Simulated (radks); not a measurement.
The numbers below are computed, except where a source is named.
Species: Xe II. Configuration: [Kr] 4d9.5 5s2 5p5.5 (fractional occupations, a model configuration).

Level of theory: Dirac Kohn-Sham, PBE, spin-unpolarised, spherical densities, finite nucleus; open shells fill j = l - 1/2 first; Fermi nuclear charge, rms radius 4.7859 fm (a radial shooting solver on a logarithmic mesh with Libxc functionals).

Energy parts (hartree):
part                        energy
total                  -7448.58054
kinetic                 7913.04534
electron-nucleus      -18085.33607
Hartree                 2910.35717
exchange-correlation    -186.64697

Orbitals (lengths in bohr, moments of r in powers of bohr; <r^-3> diverges for s and p1/2; r(max) is where P^2 peaks):
orbital  occ.  eigenvalue (hartree)  <r^-3>   r(max)      <r^4>      <r>  small-component weight
1s1/2       2             -1262.680       -  0.01715  2.435e-06  0.02666                3.96e-02
2s1/2       2             -196.9216       -  0.09710  0.0004112   0.1142                8.50e-03
2p1/2       2             -185.0470       -  0.07439  0.0002617  0.09621                8.53e-03
2p3/2       4             -173.1174    5569  0.07927  0.0003164   0.1020                8.08e-03
3s1/2       2             -40.71611       -   0.2791    0.01748   0.3060                2.54e-03
3p1/2       2             -35.78042       -   0.2656    0.01658   0.2961                2.48e-03
3p3/2       4             -33.51388    1082   0.2764    0.01918   0.3078                2.36e-03
3d3/2       4             -24.83025   174.1   0.2241    0.01541   0.2787                2.24e-03
3d5/2       6             -24.35116   160.5   0.2272    0.01613   0.2823                2.20e-03
4s1/2       2              -7.76490       -   0.6608     0.4882   0.7149                7.42e-04
4p1/2       2              -6.01321       -   0.6762     0.5981   0.7433                6.80e-04
4p3/2       4              -5.55762   218.1   0.7002     0.6913   0.7707                6.42e-04
4d3/2       4              -2.71859   27.61   0.7408      1.261   0.8623                5.03e-04
4d5/2     5.5              -2.64418   25.23   0.7490      1.324   0.8728                4.93e-04
5s1/2       2              -1.10581       -    1.597      19.98    1.799                1.42e-04
5p1/2       2              -0.68721       -    1.793      38.55    2.084                1.06e-04
5p3/2     3.5              -0.63357   25.42    1.867      45.89    2.176                9.72e-05

The highest occupied level is 5p3/2 at -17.240 eV. The density falls to 0.001 e/bohr^3 at r = 4.10 bohr. The electron density at the nucleus is 2.716e+05 e/bohr^3. Summed over all electrons, <r^2> = 51.41 bohr^2, which gives a Langevin (diamagnetic) susceptibility term of -40.7 x 10^-6 cm^3/mol.
